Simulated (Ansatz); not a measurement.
The cluster Ge3O8H4, relaxed as a singlet with RKS PBE-D4/def2-SVP in Ansatz, starting from the GFN1-xTB geometry. Force threshold 0.03 eV/Å.

The structure holds 2 bonds between oxygen atoms, so isomers without such links may lie far lower. The restricted singlet is unstable towards broken spin symmetry in Hartree–Fock (as tested in another run); at PBE-D4/def2-SVP this wasn't settled. The structure comes from a short search, and lower isomers may exist.

Start:

```tsv
atom	x (Å)	y (Å)	z (Å)
Ge1	1.570	0.257	-1.883
Ge2	-0.462	0.379	0.333
Ge3	1.401	-1.819	-0.519
O4	-0.098	1.268	1.836
O5	0.111	-1.270	0.556
O6	2.620	-0.474	-0.596
O7	-2.053	0.890	2.925
O8	-1.201	1.875	2.443
O9	0.299	1.167	-1.051
O10	0.859	-1.387	-2.205
O11	-2.189	0.404	0.089
H12	1.836	-3.177	-0.221
H13	-2.510	0.575	2.118
H14	-2.357	0.300	-0.849
H15	2.174	1.013	-2.973
```

```json
{"step": "1", "energy (eV)": "-185920.6659", "largest force component (eV/Å)": "1.578", "SCF passes": "22"}
{"step": "2", "energy (eV)": "-185920.9999", "largest force component (eV/Å)": "0.863", "SCF passes": "21"}
{"step": "3", "energy (eV)": "-185921.0847", "largest force component (eV/Å)": "0.318", "SCF passes": "20"}
{"step": "4", "energy (eV)": "-185921.1102", "largest force component (eV/Å)": "0.321", "SCF passes": "22"}
{"step": "5", "energy (eV)": "-185921.1323", "largest force component (eV/Å)": "0.570", "SCF passes": "28"}
{"step": "6", "energy (eV)": "-185921.1604", "largest force component (eV/Å)": "0.512", "SCF passes": "23"}
{"step": "7", "energy (eV)": "-185921.1723", "largest force component (eV/Å)": "0.505", "SCF passes": "28"}
{"step": "8", "energy (eV)": "-185921.1828", "largest force component (eV/Å)": "0.335", "SCF passes": "21"}
{"step": "9", "energy (eV)": "-185921.1916", "largest force component (eV/Å)": "0.220", "SCF passes": "22"}
{"step": "10", "energy (eV)": "-185921.1935", "largest force component (eV/Å)": "0.053", "SCF passes": "23"}
{"step": "11", "energy (eV)": "-185921.1938", "largest force component (eV/Å)": "0.026", "SCF passes": "23"}
```

Force components are those of the run's own axes.

End:

```xyz
15

Ge    1.511    0.326   -1.843
Ge   -0.414    0.091    0.521
Ge    1.562   -1.921   -0.646
O    -0.111    0.810    2.145
O     0.268   -1.571    0.556
O     2.648   -0.442   -0.629
O    -2.297    1.531    2.651
O    -1.082    1.978    2.148
O     0.191    1.071   -0.869
O     0.905   -1.354   -2.263
O    -2.205    0.083    0.350
H     2.129   -3.335   -0.473
H    -2.685    1.091    1.840
H    -2.441    0.364   -0.557
H     2.021    1.280   -2.930
```

By distances, no bond broke or formed. The bond that changes most is O4–O8, from 1.40 to 1.52 Å (atoms count from 1).

No frequencies were taken in this run, so the end may be a saddle point.

Hardware: 4 threads of Intel Xeon on a shared host. Wall time 2 min.
